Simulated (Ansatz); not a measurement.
Basis-set extrapolation for C₄H₁₁B (`BC(C)CC`) (PBE0-D4/def2-TZVP geometry, frozen core, Ansatz 0.2.0). Multiplicity 1, RHF reference.

```csv
,def2-TZVPP,def2-QZVPP
HF,-182.606557,-182.615452
MP2 correlation,-0.812449,-0.862394
CCSD(T) correlation,-0.907132,not run
```

Energies in hartree. Use E(X) = E(∞) + A·exp(−7.88·√X) for Hartree–Fock and E(X) = E(∞) + B·X^(−2.97) for correlation, with X = 3 and 4, and add CCSD(T) minus MP2 of the smaller set to the MP2 limit.

Question: What is the CCSD(T) energy at the basis-set limit?

Answer: HF limit: -182.615452 + (-0.008895) × 0.13774 = -182.61668. MP2 limit: -0.862394 + (-0.049945) × 0.74074 = -0.89939. Higher-order term: -0.907132 − (-0.812449) = -0.09468. Total: -183.61075 hartree, 60.9 kcal/mol below CCSD(T)/def2-TZVPP.
